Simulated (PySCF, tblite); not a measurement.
Parent: `[CH3:1][c:2]1[cH:3][p:4][cH:5][p:6][cH:7]1`, C5H6P2.

Computed geometry: GFN2-xTB, gas phase. One conformer each, not checked by frequencies here.

```json
{"coordinate of the parent": "C1–C2", "value": "1.504 Å"}
{"coordinate of the parent": "C2–C3", "value": "1.388 Å"}
{"coordinate of the parent": "C3–P4", "value": "1.730 Å"}
{"coordinate of the parent": "P4–C5", "value": "1.728 Å"}
{"coordinate of the parent": "C5–P6", "value": "1.726 Å"}
{"coordinate of the parent": "P6–C7", "value": "1.733 Å"}
{"coordinate of the parent": "C2–C7", "value": "1.384 Å"}
{"coordinate of the parent": "C1–C2–C3", "value": "116.9°"}
{"coordinate of the parent": "C1–C2–C7", "value": "118.6°"}
{"coordinate of the parent": "C3–C2–C7", "value": "124.5°"}
{"coordinate of the parent": "C2–C3–P4", "value": "129.3°"}
{"coordinate of the parent": "C3–P4–C5", "value": "103.0°"}
{"coordinate of the parent": "P4–C5–P6", "value": "130.9°"}
{"coordinate of the parent": "C5–P6–C7", "value": "103.1°"}
{"coordinate of the parent": "C2–C7–P6", "value": "129.2°"}
```

**Question.** How does the shared frame change in `[CH3:1][c:2]1[cH:3][p:4][cH:5][p:6][c:7]1[Cl:8]`, C5H5ClP2? Atoms pair as C1 = C1, C2 = C2, C3 = C3, P4 = P4, C5 = C5, P6 = P6, C7 = C7 (parent first).

**Answer.** 
| parent | relative | value in the relative | change |
| --- | --- | --- | --- |
| C1–C2 | C1–C2 | 1.501 Å | -0.003 |
| C2–C3 | C2–C3 | 1.386 Å | -0.002 |
| C3–P4 | C3–P4 | 1.733 Å | +0.003 |
| P4–C5 | P4–C5 | 1.728 Å | 0.000 |
| C5–P6 | C5–P6 | 1.725 Å | -0.001 |
| P6–C7 | P6–C7 | 1.743 Å | +0.010 |
| C2–C7 | C2–C7 | 1.391 Å | +0.007 |
| C1–C2–C3 | C1–C2–C3 | 118.4° | +1.5 |
| C1–C2–C7 | C1–C2–C7 | 118.6° | 0.0 |
| C3–C2–C7 | C3–C2–C7 | 123.0° | -1.5 |
| C2–C3–P4 | C2–C3–P4 | 130.1° | +0.8 |
| C3–P4–C5 | C3–P4–C5 | 102.8° | -0.2 |
| P4–C5–P6 | P4–C5–P6 | 131.6° | +0.7 |
| C5–P6–C7 | C5–P6–C7 | 102.1° | -1.0 |
| C2–C7–P6 | C2–C7–P6 | 130.5° | +1.3 |

Of the parent's bonds, P6–C7 changes most (+0.010 Å). Bonds of the relative outside the shared frame: C7–Cl8 1.744 Å.
